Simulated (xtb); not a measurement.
PbBr3, SMILES [Pb-]([Br])([Br])[Br], charge -1. All values are semi-empirical tight-binding results from xtb (GFN2-xTB unless named), good for trends rather than for accurate numbers. Geometry: GFN2-xTB. The isomer is the one that the SMILES or the coordinates give; other isomers of the formula were not compared.

For metal compounds this method's bond lengths and energies can be far off.

- point group as xtb finds it = C3v
- orbital gap = 5.20 eV
- zero-point energy = 0.9 kcal/mol
- G − E(el) at 298.15 K (modified RRHO) = -22.1 kcal/mol
